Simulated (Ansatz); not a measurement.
Molecule: SeI2 (charge +1, doublet). 
Structure (B3LYP-D3(BJ)/def2-TZVP (Ansatz, a program for electronic structure) minimum search):
```xyz
3

Se     0.0120    -0.0036     1.0986
I      0.9552    -1.7520    -0.3687
I     -0.9629     1.7543    -0.3361
```
Charge +1, spin multiplicity 2.

Parts of the frozen-core correlation energy in def2-SVPD (Ansatz, hartree). Frozen orbitals: 32; correlated occupied orbitals by spin: 10 and 9; virtual: 69 and 70. Open shells are spin-unrestricted. Spin-orbit coupling is left out. Past Kr the def2 sets carry scalar-relativistic core potentials.

| term | value |
|---|---|
| reference (HF) | -2992.57245 |
| MP2 opposite-spin | [?] |
| MP2 same-spin | [?] |
| CCSD correlation | -0.34367 |
| (T) | [?] |
| T1 diagnostic | 0.038 |
| largest doubles amplitude | 0.057 |
| <S^2> of the reference | 0.772 |

Problem. Complete the blanks.

Solution. 
- MP2 opposite-spin, value: -0.22523
- MP2 same-spin, value: -0.08519
- (T), value: -0.01530
